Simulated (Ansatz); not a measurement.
Geometry optimisation, DFT PBEsol, scalar-relativistic, plane waves, PAW in Ansatz.

input.yaml

```yaml
crystal:
  lattice:
    - [5.32, 0.0, 0.0]
    - [-3.99, 6.910883, 0.0]
    - [0.0, 0.0, 4.93696]
  atoms:
    - { symbol: Zn, position: [0.0, 0.0, 0.0] }
    - { symbol: Zn, position: [0.1666667, 0.2222222, 0.5] }
    - { symbol: Zn, position: [0.0, 0.3333333, 0.0] }
    - { symbol: Zn, position: [0.1666667, 0.5555556, 0.5] }
    - { symbol: Zn, position: [0.0, 0.6666667, 0.0] }
    - { symbol: Zn, position: [0.1666667, 0.8888889, 0.5] }
    - { symbol: Zn, position: [0.5, 0.0, 0.0] }
    - { symbol: Zn, position: [0.6666667, 0.2222222, 0.5] }
    - { symbol: Zn, position: [0.5, 0.3333333, 0.0] }
    - { symbol: Zn, position: [0.6666667, 0.5555556, 0.5] }
    - { symbol: Zn, position: [0.5, 0.6666667, 0.0] }
    - { symbol: Zn, position: [0.6666667, 0.8888889, 0.5] }
    - { symbol: H, position: [0.3299571, 0.1132068, 0.2526925] }
basis:
  ecutwfc: 420.0
kpoints:
  mp_grid: { grid: [2, 2, 2] }
hamiltonian:
  xc: pbesol
scf:
  occupations: { method: fermi_dirac, width: 0.05 }
  lower_state_search: "off"
relax:
  f_tol: 0.08
  max_steps: 25
  adjacent_minimum: "off"
```

Launched with:

```bash
$ ansatz run input.yaml --threads 1 --pin off --max-ram 3072MiB --backend cpu --events-out ev --progress --plain --runs-dir out
```

Question: Where does it end, and by what steps?

Answer: The forces met the threshold. The threshold is loose, so the end isn't yet a minimum. Limits of this set-up: coarse k mesh, odd electron count without spin. After 3 steps the energy has fallen by 0.207 eV; Zn9 moved furthest, 0.19 Å.

| step | energy less start (eV) | largest force component (eV/Å) | accepted |
| --- | --- | --- | --- |
| 0 | 0.0000 | 0.477 | yes |
| 1 | -0.1466 | 0.194 | yes |
| 2 | -0.1907 | 0.103 | yes |
| 3 | -0.2066 | 0.055 | yes |

```xyz
13
Lattice="5.3200 0.0000 0.0000 -3.9900 6.9109 0.0000 0.0000 0.0000 4.9370" Properties=species:S:1:pos:R:3
Zn -0.023 0.008 -0.134
Zn -0.021 1.503 2.578
Zn -1.304 2.360 0.050
Zn -1.336 3.817 2.536
Zn -2.617 4.638 0.117
Zn -2.686 6.046 2.556
Zn 2.681 0.032 -0.107
Zn 2.701 1.512 2.557
Zn 1.367 2.390 -0.161
Zn 1.295 3.815 2.340
Zn 0.012 4.617 -0.027
Zn -0.026 6.070 2.477
H 1.260 0.832 1.276
```

Run time: 27 s on 1 thread of Arm Neoverse V1, on a shared host, peak memory 0.46 GiB.
